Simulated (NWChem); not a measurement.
System: CH2NO, doublet; SMILES [NH]C=O

Here is an NWChem input.

```
start job
memory heap 200 mb stack 900 mb global 1100 mb
geometry units angstroms noautosym
  N      0.174892    -1.121832    -0.039260
  C     -0.459668     0.029181     0.046596
  O      0.235412     1.086578    -0.017376
  H      1.208670    -1.088670     0.300000
  H     -1.572153     0.057853    -0.033551
end
basis spherical
  * library def2-svp
end
dft
  odft
  mult 2
  xc xpbe96 cpbe96
  disp vdw 4
  grid fine
  iterations 150
end
driver
  maxiter 120
  tight
end
task dft optimize
task dft freq
```

Excerpt of the output:

```
             Northwest Computational Chemistry Package (NWChem) 7.3.0
             --------------------------------------------------------

                             Geometry "geometry" -> ""
                             -------------------------

 Output coordinates in angstroms (scale by  1.889725989 to convert to a.u.)

  No.       Tag          Charge          X              Y              Z
 ---- ---------------- ---------- -------------- -------------- --------------
    1 N                    7.0000     0.17549857    -1.12113935    -0.04500770
    2 C                    6.0000    -0.45906143     0.02987365     0.04084830
    3 O                    8.0000     0.23601857     1.08727065    -0.02312370
    4 H                    1.0000     1.20927657    -1.08797735     0.29425230
    5 H                    1.0000    -1.57154643     0.05854565    -0.03929870

 Effective nuclear repulsion energy (a.u.)      63.8802129241

                                Z-matrix (autoz)
                                --------

 Units are Angstrom for bonds and degrees for angles

      Type          Name      I     J     K     L     M      Value
      ----------- --------  ----- ----- ----- ----- ----- ----------
    1 Stretch                  1     2                       1.31714
    2 Stretch                  1     4                       1.08853
    3 Stretch                  2     3                       1.26701
    4 Stretch                  2     5                       1.11574
    5 Bend                     1     2     3               117.49739
    6 Bend                     1     2     5               119.87700
    7 Bend                     2     1     4               114.24251
    8 Bend                     3     2     5               121.46154
    9 Torsion                  3     2     1     4          27.05982
   10 Torsion                  4     1     2     5        -165.08746

  pbe96 is a nonlocal functional; adding pw91lda local functional.

                           NWChem Geometry Optimization
                           ----------------------------

 maximum gradient threshold         (gmax) =   0.000015
 rms gradient threshold             (grms) =   0.000010
 maximum cartesian step threshold   (xmax) =   0.000060
 rms cartesian step threshold       (xrms) =   0.000040
 fixed trust radius                (trust) =   0.300000
 source of zmatrix                         =   autoz

          -------------------
          Energy Minimization
          -------------------

 Using diagonal initial Hessian
 Scaling for Hessian diagonals: bonds = 1.00  angles = 0.25  torsions = 0.10

          --------
          Step   0

                                 NWChem DFT Module
                                 -----------------

 Summary of "ao basis" -> "ao basis" (spherical)
 ------------------------------------------------------------------------------
       Tag                 Description            Shells   Functions and Types
 ---------------- ------------------------------  ------  ---------------------
 N                          def2-svp                 6       14   3s2p1d
 C                          def2-svp                 6       14   3s2p1d
 O                          def2-svp                 6       14   3s2p1d
 H                          def2-svp                 3        5   2s1p

            General Information
            -------------------
          SCF calculation type: DFT
          Wavefunction type:  spin polarized.
          No. of atoms     :     5
          No. of electrons :    23
           Alpha electrons :    12
            Beta electrons :    11
          Charge           :     0
          Spin multiplicity:     2
          Use of symmetry is: off; symmetry adaption is: off
          Maximum number of iterations: 150
          AO basis - number of functions:    52
                     number of shells:    24
          Convergence on energy requested:  1.00D-06
          Convergence on density requested:  1.00D-05
          Convergence on gradient requested:  5.00D-04

              XC Information
              --------------
          PerdewBurkeErnzerhof Exchange Functional  1.000
            Perdew 1991 LDA Correlation Functional  1.000 local
           PerdewBurkeErnz. Correlation Functional  1.000 non-local

[...]

      ----------------------
      Optimization converged
      ----------------------

  Step       Energy      Delta E   Gmax     Grms     Xrms     Xmax
  ---- ---------------- -------- -------- -------- -------- --------
@   21    -168.89733063 -1.5D-07  0.00001  0.00001  0.00002  0.00006
                                     ok       ok       ok       ok

                                Z-matrix (autoz)
                                --------

 Units are Angstrom for bonds and degrees for angles

      Type          Name      I     J     K     L     M      Value     Gradient
      ----------- --------  ----- ----- ----- ----- ----- ---------- ----------
    1 Stretch                  1     2                       1.33342   -0.00001
    2 Stretch                  1     4                       1.03701   -0.00000
    3 Stretch                  2     3                       1.25565    0.00001
    4 Stretch                  2     5                       1.11600    0.00000
    5 Bend                     1     2     3               118.43556    0.00000
    6 Bend                     1     2     5               118.93667    0.00000
    7 Bend                     2     1     4               112.69365    0.00000
    8 Bend                     3     2     5               122.01672   -0.00000
    9 Torsion                  3     2     1     4          23.14084    0.00000
   10 Torsion                  4     1     2     5        -165.63640    0.00000

                         Geometry "geometry" -> "geometry"
                         ---------------------------------

 Output coordinates in angstroms (scale by  1.889725989 to convert to a.u.)

  No.       Tag          Charge          X              Y              Z
 ---- ---------------- ---------- -------------- -------------- --------------
    1 N                    7.0000     0.18623086    -1.13643207    -0.02640362
    2 C                    6.0000    -0.44724622     0.03560528     0.02877249
    3 O                    8.0000     0.23687606     1.08763185    -0.01444373
    4 H                    1.0000     1.17545679    -1.07125631     0.27784552
    5 H                    1.0000    -1.56113166     0.05102452    -0.03810014

 Effective nuclear repulsion energy (a.u.)      63.9937619749

                Final and change from initial internal coordinates
                --------------------------------------------------

                                Z-matrix (autoz)
                                --------

 Units are Angstrom for bonds and degrees for angles

[...]

 Rotational Constants
 --------------------
 A=   2.183753 cm-1  (  3.141864 K)
 B=   0.440515 cm-1  (  0.633789 K)
 C=   0.368176 cm-1  (  0.529711 K)

 Temperature                      =   298.15K
 frequency scaling parameter      =   1.0000

 Zero-Point correction to Energy  =   19.279 kcal/mol  (  0.030722 au)
 Thermal correction to Energy     =   21.352 kcal/mol  (  0.034027 au)
 Thermal correction to Enthalpy   =   21.944 kcal/mol  (  0.034970 au)

 Total Entropy                    =   59.603 cal/mol-K
   - Translational                =   37.255 cal/mol-K (mol. weight =  44.0136)
   - Rotational                   =   21.039 cal/mol-K (symmetry #  =        1)
   - Vibrational                  =    1.309 cal/mol-K

 Cv (constant volume heat capacity) =    9.404 cal/mol-K
   - Translational                  =    2.979 cal/mol-K
   - Rotational                     =    2.979 cal/mol-K
   - Vibrational                    =    3.445 cal/mol-K

[normal modes left out]

 ----------------------------------------------------------------------------
 Normal Eigenvalue ||           Projected Infra Red Intensities
  Mode   [cm**-1]  || [atomic units] [(debye/angs)**2] [(KM/mol)] [arbitrary]
 ------ ---------- || -------------- ----------------- ---------- -----------
    1       -0.000 ||    0.000192           0.004         0.187       0.063
    2       -0.000 ||    0.002614           0.060         2.549       0.862
    3       -0.000 ||    0.000684           0.016         0.667       0.226
    4       -0.000 ||    0.001235           0.028         1.204       0.407
    5        0.000 ||    0.000200           0.005         0.195       0.066
    6        0.000 ||    0.000113           0.003         0.110       0.037
    7      545.430 ||    0.070535           1.627        68.761      23.245
    8      599.588 ||    0.096947           2.237        94.509      31.949
    9      897.397 ||    0.155227           3.581       151.323      51.156
   10      986.777 ||    0.011837           0.273        11.539       3.901
   11     1275.885 ||    0.020592           0.475        20.074       6.786
   12     1354.994 ||    0.017445           0.402        17.006       5.749
   13     1464.066 ||    0.023053           0.532        22.473       7.597
   14     2989.902 ||    0.045173           1.042        44.037      14.887
   15     3377.980 ||    0.009312           0.215         9.078       3.069
 ----------------------------------------------------------------------------
```

Level: PBE-D3(BJ)/def2-SVP, spin-unrestricted.
